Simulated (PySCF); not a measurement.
**How methods differ on the ionisation energy of Ho³²⁺**

Ho³²⁺ [Ar] 3d10 4s2 4p5 (2P) → Ho³³⁺ [Ar] 3d10 4s2 4p4 (3P), as a difference of total energies. Calculation: PySCF 2.14, in an even-tempered Gaussian basis (19 s from 2.6 bohr⁻², ratio 2.5; 14 p from 3.4 bohr⁻², ratio 2.5; 8 d from 6.1 bohr⁻², ratio 2.5; 5 f from 20 bohr⁻², ratio 2.7; 4 g from 30 bohr⁻², ratio 2.7); the spin-free X2C one-electron Hamiltonian (Gaussian nucleus). Correlated levels: outer shells: [Ne] frozen; virtual orbitals above 40 to 60 times the deepest correlated orbital energy dropped. The calculations carry no spin-orbit coupling.

| method | ionisation energy (eV) |
| --- | --- |
| UHF | 1360.7 |
| LDA | 1363.4 |
| PBE | 1362.8 |
| PBE0 | 1362.8 |
| r2SCAN | 1362.8 |
| r2SCANh | 1362.8 |
| M06 | 1362.5 |
| MP2 (outer shells) | 1362.2 |
| SCS-MP2 (outer shells) | 1362.1 |

Spin-orbit coupling is strong in these open shells (close to jj coupling). The scalar numbers leave it out and a first-order estimate fails, so it can dominate the gap to the real levels.

Breit and QED terms and the two-electron picture change are absent.

For comparison: 1346 ± 4 eV (theoretical estimate listed by NIST; NIST Atomic Spectra Database, ionization energies).
